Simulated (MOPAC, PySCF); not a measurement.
[Zn(CH3)2], neutral singlet in the gas phase. 

Cartesian coordinates (Å):
```xyz
9

Zn    -0.0002    -0.0001     0.0001
C     -0.9052     1.7276     0.0835
H     -0.3970     2.4817    -0.5474
H     -0.9292     2.1223     1.1172
H     -1.9523     1.6536    -0.2672
C      0.9047    -1.7279    -0.0834
H      2.0049    -1.6083    -0.0992
H      0.6195    -2.2904    -0.9929
H      0.6525    -2.3598     0.7896
```
Charge 0, multiplicity 1.

All levels are single points at this geometry (TPSS-D3(BJ)/def2-SVP); Pople sets use spherical d functions. Orbital energies aren't observables, and empty levels follow the basis.

B3LYP/6-311+G** (LANL2DZ on Zn) in PySCF gives gap (eV) = 6.17.

Q: Estimate the gap (eV) from each of these levels: B3LYP-D3(BJ)/def2-TZVP in PySCF; PBE-D3(BJ)/def2-TZVP in PySCF; TPSSh-D3(BJ)/def2-TZVP in PySCF; B3LYP/LANL2DZ in PySCF; M06-2X/6-31G* (LANL2DZ on Zn) in PySCF; PBE/6-31G* (LANL2DZ on Zn) in PySCF; SVWN5/6-31G* (LANL2DZ on Zn) in PySCF; HF/6-31G* (LANL2DZ on Zn) in PySCF; HF/STO-3G in PySCF; PM3 in MOPAC; PM6 in MOPAC; PM7 in MOPAC.

A: 
```tsv
level	gap (eV)
B3LYP-D3(BJ)/def2-TZVP in PySCF	6.83
PBE-D3(BJ)/def2-TZVP in PySCF	5.49
TPSSh-D3(BJ)/def2-TZVP in PySCF	6.41
B3LYP/LANL2DZ in PySCF	6.53
M06-2X/6-31G* (LANL2DZ on Zn) in PySCF	8.19
PBE/6-31G* (LANL2DZ on Zn) in PySCF	5.13
SVWN5/6-31G* (LANL2DZ on Zn) in PySCF	5.17
HF/6-31G* (LANL2DZ on Zn) in PySCF	11.54
HF/STO-3G in PySCF	8.82
PM3 in MOPAC	11.12
PM6 in MOPAC	9.55
PM7 in MOPAC	12.71
```
